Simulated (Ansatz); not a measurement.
Stepwise reaction of `O[SiH](O)[SiH2]F` with hydrogen, as a gas-phase model of exchange steps in deposition or etching. ΔE in kJ/mol.

Isolated molecules relaxed with PBE0-D4/def2-TZVP in Ansatz; ΔE leaves out vibrations. CCSD(T)/CBS is the MP2 limit (def2-TZVPP, def2-QZVPP) plus CCSD(T) − MP2 in def2-TZVPP, frozen cores. This one scheme is used for every species. Functionals use def2-TZVPP. B3LYP here is the variant with VWN-RPA as its local correlation; programs differ in this. Each species was taken in one conformer, which may not be the lowest.

```csv
step,reaction,PBE-D4,B3LYP-D4,ωB97M-V,CCSD(T)/CBS
1,`O[SiH](O)[SiH2]F` + H₂ → `O[SiH2][SiH2]F` + H₂O,86.5,91.1,91.4,87.4
```

Give the row of step 2, `O[SiH2][SiH2]F` + H₂ → `F[SiH2][SiH3]` + H₂O. (An estimate is asked.)

Ansatz gave: 
| step | reaction | PBE-D4 | B3LYP-D4 | ωB97M-V | CCSD(T)/CBS |
| --- | --- | --- | --- | --- | --- |
| 2 | `O[SiH2][SiH2]F` + H₂ → `F[SiH2][SiH3]` + H₂O | 49.1 | 57.4 | 56.1 | 54.2 |

By hand: ΔE of the 2 steps together at CCSD(T)/CBS.

(87.4) + (54.2) = 141.6 kJ/mol, or 70.8 kJ/mol a step.

In ΔE each step is lower than the one before. All are uphill at CCSD(T)/CBS. PBE-D4 differs from CCSD(T)/CBS by -5.1 to -0.9 kJ/mol a step. Only this route is followed, and other bonds may react first. Isolated molecules leave out the surface, adducts and barriers. Largest T1 diagnostic: 0.012.
